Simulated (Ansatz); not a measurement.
Reaction (formal hydrolysis of a B–S bond): `[CH3][AlH][BH]S` + H₂O → `[CH3][AlH][BH]O` + H₂S

Calculated with Ansatz (gas phase, PBE0-D4/def2-TZVP geometries, no zero-point term in ΔE). CCSD(T)/CBS adds triple-zeta CCSD(T) − MP2 to the extrapolated MP2 energy (def2 sets, frozen cores). This one scheme is used for every species. DFT in def2-TZVPP. One conformer a species, not always the lowest.

`[CH3][AlH][BH]S`:

```xyz
10

C    -0.668    1.196   -1.252
Al   -0.736   -0.376   -0.088
B     1.010   -1.334    0.630
S     1.886   -0.956    2.120
H    -1.088    2.066   -0.732
H    -1.288    1.047   -2.143
H     0.340    1.459   -1.579
H    -2.172   -0.919    0.350
H     1.564   -2.231    0.057
H     1.152    0.048    2.637
```

H₂O:

Z-matrix (Å, degrees):
```
O
H 1 0.960
H 1 0.960 2 105.1
```

`[CH3][AlH][BH]O`:

Cartesian coordinates in Å:
```
C -0.310 1.125 -1.220
Al 0.111 -0.712 -0.665
B 0.344 -1.194 1.440
O 0.195 -0.254 2.408
H -1.258 1.149 -1.769
H -0.388 1.849 -0.404
H 0.450 1.498 -1.916
H 0.262 -1.798 -1.825
H 0.610 -2.285 1.877
H -0.017 0.621 2.074
```

H₂S:

Cartesian coordinates in Å:
```
S 0.530 -0.303 -0.108
H -0.142 0.656 -0.762
H -0.387 -0.354 0.870
```

```tsv
level	ΔE (kJ/mol)
BLYP-D4	-22.5
BHLYP-D4	-24.6
CAM-B3LYP-D4	-29.8
HF/def2-TZVPP	-34.8
```

Question: What does CCSD(T)/CBS give? (Best estimate.)

Answer: Computed: -17.3 kJ/mol. The listed levels differ from it by -5.2, -7.3, -12.5, -17.5 kJ/mol.

Largest T1 diagnostic among the species: 0.014.

The D4 term adds +4.0 kJ/mol with B3LYP and +2.2 kJ/mol with PBE0; it sums over pairs of atoms, weighted by their polarisabilities, and B3LYP, whose exchange is more repulsive, gets the larger term. At CCSD(T), def2-SVP lies −19.2 kJ/mol from the extrapolated value and def2-TZVPP −4.7 kJ/mol. In def2-TZVPP, CCSD(T) changes the Hartree–Fock value by +12.8 kJ/mol (the triples alone add +2.8 kJ/mol) and MP2 by +17.4 kJ/mol.

B3LYP here is the variant with VWN-RPA as its local correlation; programs differ in this.
